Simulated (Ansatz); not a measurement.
A nudged elastic band was laid between two geometries of ClGaH2O (5 atoms, charge 0, multiplicity 1).

All numbers below come from Ansatz, RKS revPBE-D4/def2-SVP.

```json
{"movable images": "5", "climbing image": "yes", "spring": "5.0 eV/Å²", "optimiser": "quadratic models (default)", "start path": "through a guess of the saddle point", "force threshold": "0.03 eV/Å", "iteration limit": "60", "end points": "relaxed"}
```

First end point:

```xyz
5
Properties=species:S:1:pos:R:3
Ga 0.464 -0.060 -0.020
Cl 0.508 -0.268 2.148
H 1.725 0.261 -0.875
O -1.145 -0.301 -0.789
H -1.845 -0.478 -0.130
```

Last end point:

```xyz
5
Properties=species:S:1:pos:R:3
Ga -0.070 -0.030 -1.405
Cl 1.339 -0.064 1.702
H 2.279 0.196 0.845
O -1.786 -0.405 -0.867
H -2.054 -0.543 0.059
```

(1) What changes between the two ends?

(2) What energy profile does the band end with?

(3) What is the geometry of the highest image?

(4) What are the harmonic wavenumbers there?

Answers

(1) Bonds broken: Ga1–Cl2, Ga1–H3. Bonds formed: Cl2–H3. ClGaH2O becomes ClH + GaHO.

(2) It converged. The highest image is number 3 of 0 to 6, 187.0 kJ/mol above the first end and 76.5 kJ/mol above the last; the last end lies 110.5 kJ/mol above the first. A vibrational analysis at the climbing image gives one clearly imaginary mode, 863i cm⁻¹: a first-order saddle point. The orbitals stay closed-shell, which can raise the energy where a bond breaks towards radicals; this wasn't checked here.

```
image  path coordinate (Å)  energy (kJ/mol)  Ga1–Cl2 (Å)  Ga1–H3 (Å)  Cl2–H3 (Å)
    0                 0.00              0.0         2.18        1.56        3.30
    1                 0.49             28.1         2.19        1.54        2.83
    2                 0.98            117.4         2.30        1.53        2.29
    3                 1.47            187.0         2.55        1.63        1.80
    4                 1.97            130.9         2.88        2.04        1.38
    5                 2.48            111.8         3.34        2.67        1.30
    6                 2.98            110.5         3.41        3.26        1.30
```

(3) 
```xyz
5
Properties=species:S:1:pos:R:3
Ga 0.307 0.103 -0.659
Cl 0.994 -0.344 1.751
H 1.694 0.222 0.187
O -1.444 -0.259 -0.892
H -1.843 -0.568 -0.052
```

(4) 863i, 116, 291, 314, 416, 655, 790, 1645, 3677 cm⁻¹.

The run took 2.1 min on 1 thread of Arm Neoverse V1, with other jobs on the host, peak memory 0.13 GiB.
